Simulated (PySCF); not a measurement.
Al(Cl)(Br)(vinyl) (C2H3AlBrCl), SMILES C=[CH][Al]([Cl])[Br].

Coordinates come from a PBE-D3(BJ)/def2-SVP optimisation. The structure was generated by enumeration; whether it is a known compound was not checked. One conformer was computed; it need not be the lowest.

Level of theory: PBE/def2-TZVP (PySCF).

Computed frontier levels, gap, dipole moment and polarisability:
| Quantity | Value |
|---|---|
| highest occupied level | -7.30 eV |
| lowest empty level | -2.61 eV |
| orbital gap | 4.69 eV |
| dipole moment | 2.13 D |
| quadrupole, principal values (traceless, Buckingham form, about the centre of nuclear charge) | -4.47, 0.46, 4.00 D·Å |
| mean static polarisability | 82.1 bohr³ (12.17 Å³) |
| polarisability, principal values | 55.9, 89.0, 101.4 bohr³ |
